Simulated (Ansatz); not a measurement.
Ligand exchange: Y(CH3)2(OH) + SiH(OH)3 → Y(CH3)(OH)2 + SiH(CH3)(OH)2

Species: Y(CH3)2(OH), singlet; SiH(OH)3, singlet; Y(CH3)(OH)2, singlet; SiH(CH3)(OH)2, singlet. The partners trade CH3 for OH: Y–CH3 and Si–OH bonds give way to Y–OH and Si–CH3.

Shapes, held fixed at every level: PBE0-D4/def2-TZVP. Flexible molecules stand in one conformer, not always the lowest. Programs: Ansatz 0.2.0. Electronic energies: no zero-point or thermal term.

```
             level                   kind  ΔE (kJ/mol)  less CCSD(T)/def2-TZVPP  CPU time (sum over the molecules)
       HF/def2-SVP           Hartree–Fock       -110.2                    -21.3                                  –
  SPW92/def2-TZVPP                    LDA        -87.6                     +1.3                               14 s
 PBE-D4/def2-TZVPP                    GGA        -92.1                     -3.2                               28 s
PBE0-D4/def2-TZVPP          global hybrid        -89.8                     -0.9                               28 s
 B2PLYP/def2-TZVPP          double hybrid        -92.1                     -3.2                               55 s
    MP2/def2-TZVPP    perturbation theory        -92.9                     -4.0                                  –
  CCSD(T)/def2-SVP  coupled cluster or CI       -123.0                    -34.1                               63 s
CCSD(T)/def2-TZVPP  coupled cluster or CI        -88.9                      0.0                             22 min
```

The highest level, CCSD(T)/def2-TZVPP, gives ΔE = -88.9 kJ/mol; the levels span -123.0 to -87.6. The column of differences is taken from that level and isn't an error. No measured value is set beside it here. For atoms past krypton def2 sets carry core potentials with scalar relativity. Outer-core shells of Y are correlated, in sets that cover them unevenly. Times are processor times on shared x86 and Arm servers, and rough.
